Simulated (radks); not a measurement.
Ionisation ladder of silicon, from Si to Si13+. Each ion is in the ground configuration listed by NIST, and IE = E(next ion) - E(this ion), with E = 0 for the bare nucleus. Calculated with a radial shooting solver on a logarithmic mesh with Libxc functionals: Dirac Kohn-Sham, relativistic LDA (MacDonald-Vosko exchange, VWN5 correlation), spin-unpolarised, spherical densities, finite nucleus; open shells fill j = l - 1/2 first; Fermi nuclear charge, rms radius 3.1224 fm.

\begin{tabular}{lrrrrrrr}
species & configuration & IE, Delta-SCF (eV) & -e(HOMO) (eV) & HOMO & IE, NIST (eV) & kind & error (eV) \\ \hline
Si & [Ne] 3s2 3p2 & 7.839 & 4.173 & 3p1/2 & 8.152 & exp. & -0.312 \\
Si+ & [Ne] 3s2 3p1 & 16.138 & 11.769 & 3p1/2 & 16.346 & exp. & -0.208 \\
Si2+ & [Ne] 3s2 & 34.128 & 28.649 & 3s1/2 & 33.493 & exp. & +0.635 \\
Si3+ & [Ne] 3s1 & 45.077 & 39.675 & 3s1/2 & 45.142 & exp. & -0.064 \\
Si4+ & [Ne] & 167.77 & 148.32 & 2p3/2 & 166.77 & exp. & +1.0 \\
Si5+ & [He] 2s2 2p5 & 208.65 & 187.72 & 2p3/2 & 205.28 & semi-emp. & +3.4 \\
Si6+ & [He] 2s2 2p4 & 252.38 & 230.05 & 2p3/2 & 246.57 & semi-emp. & +5.8 \\
Si7+ & [He] 2s2 2p3 & 298.80 & 275.15 & 2p3/2 & 303.59 & semi-emp. & -4.8 \\
Si8+ & [He] 2s2 2p2 & 348.72 & 323.79 & 2p1/2 & 351.3 & semi-emp. & -2.6 \\
Si9+ & [He] 2s2 2p1 & 399.98 & 374.03 & 2p1/2 & 401.38 & semi-emp. & -1.4 \\
Si10+ & [He] 2s2 & 475.51 & 452.75 & 2s1/2 & 476.27 & semi-emp. & -0.8 \\
Si11+ & [He] 2s1 & 519.07 & 498.10 & 2s1/2 & 523.42 & theory & -4.3 \\
Si12+ & [He] & 2443.9 & 2341.2 & 1s1/2 & 2437.7 & theory & +6.3 \\
Si13+ & 1s1 & 2637.9 & 2545.8 & 1s1/2 & 2673.2 & theory & -35.3 \\
\end{tabular}

Reference values: NIST Atomic Spectra Database (exp. = measured, semi-emp. = semi-empirical, theory = theoretical value adopted there). The ionisation energy per charge of the ion left behind rises most, in proportion, at Si12+ ([He]), from 43.256 to 188.00 eV. Against the entries that are not theoretical the mean signed error is -0.1 % and the largest -3.8 %. Spin polarisation and multiplet splitting are left out, so open shells lie too high by an amount that depends on their filling.

Beside tabulated values, note that spin-unpolarised runs miss the spin-polarisation part of the exchange energy of open shells.
